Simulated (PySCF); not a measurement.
Geometry (Å), atoms numbered from 1 in this order:
```xyz
22

F    -1.474    1.012    1.822
C    -1.492    1.160    0.444
C    -2.227   -0.024   -0.175
C    -1.442   -1.317    0.032
C    -0.031   -1.187   -0.533
C     0.709   -0.037    0.159
C     2.102    0.091   -0.374
C     3.182    0.020    0.383
Cl    4.777    0.168   -0.249
C    -0.058    1.274   -0.061
H    -2.039    2.096    0.262
H    -2.354    0.175   -1.241
H    -3.215   -0.109    0.279
H    -1.965   -2.144   -0.452
H    -1.385   -1.531    1.100
H     0.520   -2.117   -0.379
H    -0.078   -0.996   -1.607
H     0.748   -0.236    1.234
H     2.193    0.251   -1.439
H     3.156   -0.135    1.451
H    -0.084    1.519   -1.124
H     0.446    2.086    0.467
```

[PySCF 2.14.0 with density-fitted response routines: GIAO PBE0/pcSseg-1 shieldings; structure optimised with GFN2-xTB; non-relativistic Hamiltonian; no solvent model; a single conformation]

Chemical shifts δ = σref − σ; ¹³C (σ = 186.93 ppm), ¹H (σ = 31.72 ppm) against TMS; ¹⁹F (σ = 170.95 ppm) vs CFCl3; ³⁵Cl (σ = 949.78 ppm) against HCl, all at this level.

```csv
atoms,nucleus,count,δ (ppm)
H13,¹H,1,2.08
F1,¹⁹F,1,?
H11,¹H,1,5.07
C4,¹³C,1,23.5
C7,¹³C,1,?
C10,¹³C,1,42.0
H15,¹H,1,1.89
H12,¹H,1,1.18
C8,¹³C,1,129.7
H17,¹H,1,?
Cl9,³⁵Cl,1,197
H14,¹H,1,1.62
H22,¹H,1,2.05
H16,¹H,1,1.73
C5,¹³C,1,?
C6,¹³C,1,?
H21,¹H,1,1.09
H18,¹H,1,2.39
H20,¹H,1,6.20
C3,¹³C,1,34.3
C2,¹³C,1,?
H19,¹H,1,?
```

Problem. Estimate the values marked ?.

Solution. 
- C7: 148.2 ppm, alkene CH; the olefinic region
- C2: 90.2 ppm, sp3 CH bonded to F; the inductive effect lowers its shielding
- C6: 40.0 ppm, allylic sp3 CH; saturated and bonded to C and H only
- C5: 36.4 ppm, sp3 CH2 in a ring; a saturated carbon with 2 carbon neighbours and no heteroatom attached
- H19: 5.88 ppm, hydrogen on an alkene CH; olefinic region
- H17: 1.00 ppm, hydrogen on an sp3 CH2 in a ring
- F1: -215.5 ppm, fluorine on an sp3 carbon

Carbons that carry Cl, above all several Cl atoms, come out too deshielded, partly because spin–orbit coupling is missing. Shifts are as computed. Against solution values, carbons near 30 ppm lie about +3 ppm off and those near 130 ppm about +5 ppm; carbons on Cl a further +6 ppm. Of 1211 compounds with measured shifts, 218 miss one by over three times the rms of a fit or turn the order of signals round; such compounds aren't used in these exercises. Unscaled 19F shifts against computed CFCl3 carry errors that often reach 10 to 50 ppm.
